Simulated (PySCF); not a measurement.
Two-dimensional NMR puzzle

Compound of formula C6H9NO2Si. Correlations simulated from computed shifts and the bond graph:

HSQC (one-bond C–H):
```csv
δH,δC
6.81,124.2
6.66,118.0
2.31,24.0
```

COSY cross peaks (H two or three bonds apart, from the bond graph; peaks can be absent where the dihedral angle is near 90°):
```csv
δH,δH
6.81,6.66
```

HMBC (two and three bonds, from the bond graph):
```csv
δH,δC
6.81,"124.2, 118.0"
6.66,"124.2, 118.0"
5.68,"177.1, 124.2"
2.31,177.1
```

Carbons without hydrogens: δ 177.1.

[PySCF 2.14: coordinates at the GFN2-xTB level; GIAO PBE0/pcSseg-1 shieldings; fast rotation and ring inversion assumed for equivalent nuclei; non-relativistic; isolated molecule; one computed conformer]

References, each an isolated molecule treated in the same way: ¹H (σref 31.72) and ¹³C (σref 186.93) vs TMS.

Exchangeable hydrogens are left out of these lists.

**Question.** Which molecule is this?

**Answer.** SMILES CC(=O)O[SiH2]n1cccc1.

Structure with atom numbers: `[CH3:1][C:2](=[O:3])[O:4][SiH2:5][n:6]1[cH:7][cH:8][cH:9][cH:10]1`; H(Xn) means a hydrogen on atom n.

- δC 177.1 is C2, a carbonyl carbon.
- δC 124.2 is C7/C10, an aromatic CH next to a ring nitrogen (δH 6.81).
- δC 118.0 is C8/C9, an aromatic CH (δH 6.66).
- δC 24.0 is C1, a methyl carbon α to a carbonyl (δH 2.31).
- HMBC from δH 5.68 reaches the proton-free carbon C2.
- HMBC from δH 2.31 reaches the proton-free carbon C2.
- COSY links 6.81–6.66.

The shifts were computed for this structure.

Shifts are as computed. Against solution values, carbons near 30 ppm lie about +3 ppm off and those near 130 ppm about +5 ppm. Of 1211 compounds with measured shifts, 218 miss one by over three times the rms of a fit or turn the order of signals round; such compounds aren't used in these exercises.
